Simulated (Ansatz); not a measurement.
`C[CH2][Al]([NH2])[NH2]` → `[NH2][AlH][NH2]` + `C=C`  (β-hydride elimination)

Gas-phase electronic energies from Ansatz, PBE0-D4/def2-TZVP geometries. CCSD(T)/CBS is the MP2 limit (def2-TZVPP, def2-QZVPP) plus CCSD(T) − MP2 in def2-TZVPP, frozen cores. This one scheme is used for every species. DFT in def2-TZVPP. One conformer a species, not always the lowest.

Question: Is it downhill or uphill in electronic energy at CCSD(T)/CBS, and by how much? (Best estimate.)

Answer: Computed: Uphill: ΔE = +31.2 kcal/mol.

Question: What do these levels give: B97M-V, BHLYP, RPA@PBE/def2-TZVPP, MP2/def2-TZVPP, HF/def2-QZVPP, MP2/CBS(def2)? (Estimate.)

Answer: Computed: B97M-V 29.6, BHLYP 29.0, RPA@PBE/def2-TZVPP 28.9, MP2/def2-TZVPP 33.4, HF/def2-QZVPP 23.2, MP2/CBS(def2) 34.0 kcal/mol.

Largest T1 diagnostic among the species: 0.011.

From BLYP to BHLYP (50 % exact exchange), in def2-TZVPP and without D4, ΔE moves by +5.8 kcal/mol. The D4 term adds +3.3 kcal/mol with B3LYP and +1.9 kcal/mol with PBE0; it sums over pairs of atoms, weighted by their polarisabilities, and B3LYP, whose exchange is more repulsive, gets the larger term.

B3LYP here is the variant with VWN-RPA as its local correlation; programs differ in this.
